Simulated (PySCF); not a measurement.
Computed IR spectrum (relative IR intensity) of a molecule C₂H₅FN₂Si. Geometry optimised at PBE-D3(BJ)/def2-SVP. The values are those of a single conformer. All values below come from PySCF 2.14.0 with PBE-D3(BJ)/def2-SVP. Frequencies are harmonic and unscaled.

Lines under 2 % of the strongest are left out, and lines within 2 cm⁻¹ are merged.

| ν (cm⁻¹) | relative intensity |
|---|---|
| 77 | 3.1 |
| 93 | 3.2 |
| 178 | 30 |
| 285 | 36 |
| 317 | 31 |
| 369 | 28 |
| 542 | 3.3 |
| 577 | 7.0 |
| 674 | 17 |
| 736 | 24 |
| 775 | 22 |
| 854 | 14 |
| 875 | 13 |
| 903 | 95 |
| 964 | 27 |
| 1073 | 78 |
| 1150 | 4.1 |
| 1235 | 9.0 |
| 1289 | 13 |
| 1485 | 26 |
| 1556 | 7.0 |
| 2133 | 100 |
| 2963 | 21 |
| 3040 | 19 |
| 3509 | 23 |
| 3611 | 24 |

Question: Which structure fits?
A) N#C[C@H](F)[SiH2]N
B) N[Si@]1(F)C=NC1
C) N#CC[Si@@H](N)F
D) N[Si@@H]1C=N[C@@H]1F

Answer: D, N[Si@@H]1C=N[C@@H]1F
